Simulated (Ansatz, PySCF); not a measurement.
CH₄AlFOSe, SMILES [F][Al]([O]C)[SeH].

Geometry optimised at PBE0-D3(BJ)/def2-SVP. The values are those of a single conformer.

Vertical ionisation energy (IE) and electron affinity (EA) in eV. Rows of orbital energies are one-electron estimates. Where ΔSCF, EOM or ADC give a negative EA the extra electron is unbound and the value depends on the basis.

```csv
level,IE,EA
"−ε(HOMO), −ε(LUMO), ωB97X/def2-TZVP (PySCF)",9.75,-1.19
"−ε(HOMO), −ε(LUMO), PBE/def2-TZVP (PySCF)",6.33,1.60
"ΔSCF, PBE0/def2-SVPD (Ansatz), final states of multiplicity 2 and 2",9.66,-0.23
"ΔSCF, PBE/def2-SVPD (Ansatz), final states of multiplicity 2 and 2",9.28,-0.08
```

Task: What vertical singlet–triplet gap does ΔSCF give with PBE0/def2-SVPD (Ansatz, a quantum-chemistry and plane-wave program) and with PBE/def2-SVPD (Ansatz)? (Estimate from the structure and the level; the computed values follow.)

Result: 5.13 and 4.70 eV (triplet above singlet where positive).
